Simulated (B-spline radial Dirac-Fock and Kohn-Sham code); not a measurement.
Z = 52 (tellurium), transition energy 15.2 keV. The computed values come from a radial atomic solver: a Dirac-Hartree-Slater potential of the neutral atom with a Latter tail (no hole, which puts coefficients of high multipoles low close above an edge), finite nucleus with surface currents. The K shell is not open to conversion at this energy. Subshells that would emit electrons below 1 keV are left out.

Question: A pure transition shows α(L) = 690000, L1/L2 = 0.0118 and L1/L3 = 0.00772. What is its multipolarity?
A. E3
B. E1
C. M2
D. E2
E. M4
F. M3
G. M1
H. E4

Answer: A. For comparison, α(L), L1/L2, L1/L3 are E1 4.85, 1.51, 0.913; E2 3570, 0.00285, 0.00183; E4 5.52e+07, 0.0123, 0.00798; M1 19.7, 11.4, 45.4; M2 4220, 15.1, 1.81; M3 936000, 13.6, 0.182; M4 1.03e+08, 11.2, 0.0588.
